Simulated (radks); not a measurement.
Values are calculated unless marked as measured or tabulated.
Problem. Code: a radial shooting solver on a logarithmic mesh with Libxc functionals. Model: scalar-relativistic Kohn-Sham, LDA (Slater exchange, Perdew-Wang correlation), spin-unpolarised, spherical densities, finite nucleus; Fermi nuclear charge, rms radius of each element as measured or else 0.836 A^(1/3) + 0.57 fm. Each species is in its NIST ground configuration. Rank Pt4+, Ni4+, Pd4+ by radius at which the density is 0.001 e/bohr^3 (bohr), largest first.

Solution. Pt4+ 3.14, Pd4+ 2.94, Ni4+ 2.46.
